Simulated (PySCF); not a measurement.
A structure optimised at PBE0-D3(BJ)/def2-TZVPD, used in a PySCF frequency run:

```
Cu
F 1 1.7645
```

**Question.** Write its SMILES, formula and point group.

**Answer.** [F][Cu], CuF, C∞v

**Question.** What are its rotational constants (standard atomic weights)?

**Answer.** 11.099 GHz (linear rotor, B only)
